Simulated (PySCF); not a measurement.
SMILES N#Cc1cc[c]([GeH3])s1 (GFN2-xTB optimised geometry):

```
13

N     -2.253    -3.409    -0.001
C     -1.558    -2.496     0.000
C     -0.709    -1.388     0.000
C      0.664    -1.388     0.000
C      1.197    -0.091     0.000
C      0.247     0.894     0.000
Ge     0.489     2.814    -0.001
S     -1.343     0.229     0.000
H      1.251    -2.290     0.000
H      2.253     0.123     0.000
H     -0.137     3.406    -1.219
H     -0.155     3.409     1.205
H      1.952     3.095     0.009
```

Computed with B3LYP/def2-TZVP (PySCF 2.14.0).

Problem. What are the frontier orbital energies and the dipole moment?

Solution. HOMO-2 -9.27 eV, HOMO-1 -7.84 eV, HOMO -7.21 eV, LUMO -2.10 eV, LUMO+1 -0.55 eV; dipole moment 4.85 D.

Meta-Löwdin charges at B3LYP/def2-TZVP: N1 -0.22, C2 0.11, C3 -0.16, C4 -0.11, C5 -0.13, C6 -0.31, Ge7 0.39, S8 0.34, H9 0.14, H10 0.13, H11 -0.06, H12 -0.06, H13 -0.06.
